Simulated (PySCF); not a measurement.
Al(Cl)(GeH3)(Me) (CH6AlClGe), SMILES [CH3][Al]([Cl])[GeH3].

The structure is a stationary point at B3LYP-D3(BJ)/def2-SVP. The structure was generated by enumeration; whether it is a known compound was not checked.

Level of theory: PBE/def2-TZVP (PySCF).

Gas-phase values at a fixed geometry.

Task: Estimate the frontier levels, gap, dipole moment and polarisability. (The exact figures need the calculation; the answer reports its results.)

Result: 
The highest occupied level is -6.46 eV, the lowest empty level is -2.32 eV and the orbital gap is 4.15 eV. The dipole moment is 1.75 D and the quadrupole, principal values (traceless, Buckingham form, about the centre of nuclear charge) comes out as -7.35, 1.61, 5.74 D·Å. The mean static polarisability comes out as 89.4 bohr³ (13.25 Å³) and the polarisability, principal values is 70.2, 91.3, 106.9 bohr³.
